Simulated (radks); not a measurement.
Results of a calculation; reference values are marked as such.
Spherical quantum dot in the effective-mass picture: electrons in a hard-walled sphere of radius 11.5, with a point charge +1 (a donor) at the centre, all in effective atomic units (hartree* = m*/eps^2 hartree, bohr* = eps/m* bohr), one dielectric constant everywhere. Level of theory: non-relativistic Kohn-Sham, LDA (Slater exchange, Perdew-Wang correlation), spin-polarised, spherical densities (a radial shooting solver with Libxc functionals). Levels are named by radial order and angular momentum (1s, 1p, 1d, 2s, ...), and open shells are averaged over m. Results are scaled to m* = 0.083 and eps = 16.5, for which hartree* = 8.296 meV and bohr* = 10.52 nm.

N = 10, configuration 1s2 1p6 1d(up 1, down 0) 2s(up 1, down 0). This is the lowest configuration that the search found (a dilute case). Occupied and some empty levels:

level    occupation  eigenvalue (meV)  <r> (nm)
1s up             1            7.2923     19.70
1s down           1            7.8005     79.58
2s up             1            7.8148     84.23
1p up             3            7.9244     86.88
1p down           3            7.9692     86.84
1d up             1            8.1902     88.89
1d down           0            8.2352     88.84
2s down           0            8.2807     31.04
1f up             0            8.5621     90.66
1f down           0            8.6077     90.63
1g up             0            9.0325     92.24
1g down           0            9.0785     92.24
2p up             0            9.5498     60.08
2p down           0            9.6216     61.99

Energy (meV): total 32.4858, kinetic 11.677, external -17.577, Hartree 49.721, exchange-correlation -11.335.
